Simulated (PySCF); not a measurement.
# C⁺: ionisation energy

C⁺ [He] 2s2 2p1 (2P) → C²⁺ [He] 2s2 (1S), as a difference of total energies. Computed with PySCF 2.14 in aug-cc-pCVTZ-DK, with the spin-free X2C one-electron Hamiltonian (Gaussian nucleus). Correlated levels: valence and next inner shell: nothing frozen. The calculations carry no spin-orbit coupling.

**Question.** Order these methods by the ionisation energy they give, lowest first.
A. CCSD(T) (valence and next inner shell)
B. UHF
C. CCSD (valence and next inner shell)
D. MP2 (valence and next inner shell)

**Answer.** B (24.149 eV), C (24.252 eV), A (24.278 eV), D (24.398 eV).

A first-order spin-orbit estimate (lowest level to lowest level, LS coupling) adds 0.005 eV.

Errors of the correlated levels include the incompleteness of this basis.

The coupled-cluster amplitudes are large for C²⁺ (T1 above 0.03 or a double amplitude above 0.15), so a single reference is strained.

For comparison: 24.383 eV (measured; NIST Atomic Spectra Database, ionization energies).
